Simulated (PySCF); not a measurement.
Atoms are numbered as in `[CH3:1][C:2]([CH3:3])=[N:4][SiH3:5]`; H(Xn) means a hydrogen on atom n.

Geometry: PBE0-D3(BJ)/def2-SVP; GIAO shifts from PySCF, gas phase, non-relativistic, averaged over equivalent atoms.

At PBE0/STO-3G (38 basis functions, 3 s wall time on 1 thread of an Arm Neoverse V2, shared host):
```
 atoms  δ (ppm)
    C2    124.8
    C3     28.5
    C1     23.4
    N4    297.9
   Si5    -65.3
H(Si5)     2.80
 H(C3)     1.86
 H(C1)     1.50
```

δ = σ(ref) − σ, references computed at the same level: TMS for ¹³C (234.69 ppm), ²⁹Si (517.60 ppm), ¹H (32.60 ppm); NH3 for ¹⁵N (294.71 ppm).

Task: What do these become at KT3/pcSseg-1?

Result: 
```csv
atoms,δ at KT3/pcSseg-1,change
C2,173.7,+48.9
C3,32.3,+3.8
C1,23.8,+0.4
N4,329.5,+31.6
Si5,-72.5,-7.2
H(Si5),4.82,+2.02
H(C3),2.03,+0.17
H(C1),1.96,+0.46
```

δ = σ(ref) − σ, references computed at the same level: TMS for ¹³C (σref 182.31), ²⁹Si (σref 365.51), ¹H (σref 31.32); ¹⁵N (σref 262.01) vs NH3.

The largest change is at C2 (C=N carbon). Cost: 137 basis functions, 16 s wall time on 1 thread of an Arm Neoverse V1, shared host. The order of the carbon signals is the same at both levels.

Experimental scales use liquid or dissolved standards, which lie at an offset from isolated NH3 (liquid NH3: subtract about 20 ppm). Unscaled 15N shifts of sp2 nitrogen come out 20 to 40 ppm too high even then.
